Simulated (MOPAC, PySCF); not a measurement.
Breaking a bond: H₂ (cation, charge +1), doublet.

Levels: UKS-LDA (SVWN5) = unrestricted LDA (SVWN5)/aug-cc-pVTZ run with PySCF; UMP2/3-21G = unrestricted MP2 (frozen core)/3-21G (PySCF); AM1, unrestricted, heats of formation (MOPAC); UMP2 = PySCF with MP2 on UHF/aug-cc-pVTZ.

Energies are in mEh, each relative to the lowest point of its own curve near equilibrium.

| R / Å | UKS-LDA (SVWN5) | UMP2/3-21G | AM1 | UMP2 |
|---|---|---|---|---|
| 0.82 | 24.7 | 13.4 | ? | 15.8 |
| 0.89 | 13.5 | 5.6 | 1.6 | 6.9 |
| 0.94 | 8.1 | 2.4 | ? | 3.1 |
| 0.98 | ? | 1.0 | 0.0 | 1.3 |
| 1.02 | 2.8 | 0.2 | 0.3 | 0.3 |
| 1.06 | 1.3 | 0.0 | 1.0 | 0.0 |
| 1.10 | ? | 0.3 | ? | 0.3 |
| 1.13 | 0.1 | 0.7 | 3.0 | 0.8 |
| 1.17 | 0.0 | 1.6 | 4.4 | 1.9 |
| 1.22 | 0.4 | 3.0 | 6.4 | 3.8 |
| 1.26 | 1.0 | 4.3 | 8.1 | ? |
| 1.36 | 3.5 | 8.4 | 12.5 | 10.8 |
| 1.47 | 7.1 | 13.5 | 17.6 | 17.5 |
| 1.65 | 13.8 | 22.9 | 26.1 | 29.1 |
| 1.82 | 20.0 | 32.0 | 34.0 | 39.8 |
| 1.97 | 24.9 | 39.8 | 40.5 | 48.7 |
| 2.19 | 30.9 | 50.4 | 48.8 | 60.2 |
| 2.40 | 35.1 | 59.0 | 55.0 | 69.5 |
| 2.72 | 38.9 | 69.3 | 61.7 | 80.4 |
| 2.99 | 40.2 | 75.4 | 65.4 | 87.1 |
| 3.29 | 40.3 | 80.0 | 67.9 | 92.4 |
| 3.80 | 38.6 | 84.3 | 70.2 | 97.6 |
| 4.37 | 35.7 | 86.2 | 71.2 | 100.4 |

**Question.** Fill in the missing entries.

**Answer.** 
- 0.82, AM1: 5.7
- 0.94, AM1: 0.3
- 0.98, UKS-LDA (SVWN5): 5.0
- 1.10, UKS-LDA (SVWN5): 0.4
- 1.10, AM1: 2.0
- 1.26, UMP2: 5.5

At the longest distance UKS-LDA (SVWN5) leaves fractional charges on the fragments, a sign of delocalisation error or of the restricted form.
